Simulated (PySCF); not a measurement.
## From computed data to an observable: oscillator strength and radiative lifetime

Sn(Br)(NH2) (BrH2NSn), SMILES [Br][Sn][NH2] (connectivity only; charge and spin as stated), neutral, multiplicity 1.

The structure is a stationary point at B3LYP-D3(BJ)/def2-SVP. The def2 effective core potentials stand for the cores of Sn; spin–orbit coupling is left out. The values are those of a single conformer.

TDDFT-CAM-B3LYP/def2-SVPD in PySCF 2.14.0 puts the first singlet state with f over 0.02 at 4.15 eV (vertical), with the transition dipole (0.000, 0.000, -0.561) in atomic units.

Task: Find the oscillator strength, the wavelength and the radiative lifetime that this transition would have in vacuum if emission retraced absorption.

Result: 
|μ|² = 0.3147 au, so |μ| = 1.43 D. ΔE = 4.15/27.211 = 0.1525 hartree. f = (2/3) ΔE |μ|² = 0.032 (the program prints 0.032).
λ = 1239.84/4.15 = 299 nm; ν = 33472 cm⁻¹.
Einstein's coefficient A = 0.6670 ν² f s⁻¹ (ν in cm⁻¹) = 2.4e7 s⁻¹, so τ = 1/A = 42 ns. This state is S1. The figure is the radiative limit of this one transition; relaxation, internal conversion, crossing to triplets and a medium change what is measured.
